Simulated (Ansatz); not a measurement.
```xyz
13

C    -1.478   -0.204   -0.290
N    -0.055   -0.017    0.018
Si    0.416    0.205    1.648
F     0.436   -1.176    2.456
Si    1.047   -0.083   -1.296
Cl    0.791    1.533   -2.548
H    -2.094    0.064    0.572
H    -1.699   -1.242   -0.552
H    -1.784    0.437   -1.121
H     1.789    0.752    1.676
H    -0.585    1.053    2.334
H     0.791   -1.275   -2.136
H     2.424   -0.049   -0.763
```

Charge 0, multiplicity 1.

**Question.** List the r2SCAN/def2-TZVPP orbital energies in eV (Ansatz). (An estimate is asked.)

**Answer.** Ansatz gave: Occupied: -2753.32, -1792.29, -1792.16, -666.04, -385.57, -274.34, -254.72, -193.25, -193.12, -193.12, -142.62, -142.48, -97.53, -97.47, -97.44, -97.38, -97.33, -97.31, -31.16, -23.54, -21.46, -17.86, -14.68, -13.58, -12.19, -11.76, -11.65, -11.04, -10.92, -10.28, -9.94, -9.62, -9.12, -8.56, -8.26, -7.92, -6.91. Lowest empty: -0.18, -0.08, 0.20, 1.06, 1.21, 1.39, 1.71, 2.22.
